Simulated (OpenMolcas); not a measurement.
CH5BOSi: a line through the functionals

The species is CH5BOSi (9 atoms), meant as a singlet with charge 0. SMILES: `B[SiH2]C=O`. The coordinates come from a PBE0-D4/def2-TZVP relaxation. This is one conformer, not always the lowest.

The vertical energy of the triplet above the singlet y, in eV, basis def2-SVP; a is the functional's share of exact exchange. Programs: OpenMolcas 26.06.

| functional | program | a | y (eV) |
| --- | --- | --- | --- |
| BLYP | OpenMolcas | 0 | 2.26 |
| revPBE | OpenMolcas | 0 | 2.20 |
| B3LYP | OpenMolcas | 0.2 | 2.44 |
| PBE0 | OpenMolcas | 0.25 | ? |
| BHLYP | OpenMolcas | 0.5 | 2.48 |

Fit y = c + s·a to the known rows and predict PBE0.


1. Means of the 4 rows: a = 0.1750, y = 2.345.
2. Σ(Δa)² = 0.1675, Σ(Δa·Δy) = 0.0865, so the slope is 0.0865/0.1675 = 0.51642.
3. Intercept: 2.345 − (0.51642) × 0.1750 = 2.255. The largest residual of the fit is 0.082.
4. PBE0: 2.255 + (0.51642) × 0.25 = 2.38 eV.

The run gave 2.39 eV, so the prediction is off by -0.01 eV, within the largest residual.
